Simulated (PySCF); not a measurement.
TaOCl3, SMILES [Cl][Ta]([Cl])([Cl])=[O], multiplicity 1.

The structure is a stationary point at r2SCAN-D4/def2-SVP. The spin state was assumed, not searched. The isomer is the one that the SMILES or the coordinates give; other isomers of the formula were not compared. The def2 effective core potentials stand for the cores of Ta; spin–orbit coupling is left out.

Calculation: PBE/def2-TZVP (PySCF).

Symmetry labels are those of the subgroup Cs that the program uses (full group C3v).

Computed valence orbital energies around the gap with their symmetry:
```json
[
 {"orbital": "HOMO−7", "symmetry": "A\"", "energy (eV)": "-9.84"},
 {"orbital": "HOMO−6", "symmetry": "A'", "energy (eV)": "-9.76"},
 {"orbital": "HOMO−5", "symmetry": "A\"", "energy (eV)": "-9.10"},
 {"orbital": "HOMO−4", "symmetry": "A'", "energy (eV)": "-9.10"},
 {"orbital": "HOMO−3", "symmetry": "A'", "energy (eV)": "-8.61"},
 {"orbital": "HOMO−2", "symmetry": "A\"", "energy (eV)": "-8.60"},
 {"orbital": "HOMO−1", "symmetry": "A'", "energy (eV)": "-8.30"},
 {"orbital": "HOMO", "symmetry": "A\"", "energy (eV)": "-8.30"},
 {"orbital": "LUMO", "symmetry": "A\"", "energy (eV)": "-3.61"},
 {"orbital": "LUMO+1", "symmetry": "A'", "energy (eV)": "-3.61"},
 {"orbital": "LUMO+2", "symmetry": "A'", "energy (eV)": "-1.94"},
 {"orbital": "LUMO+3", "symmetry": "A\"", "energy (eV)": "-1.94"}
]
```
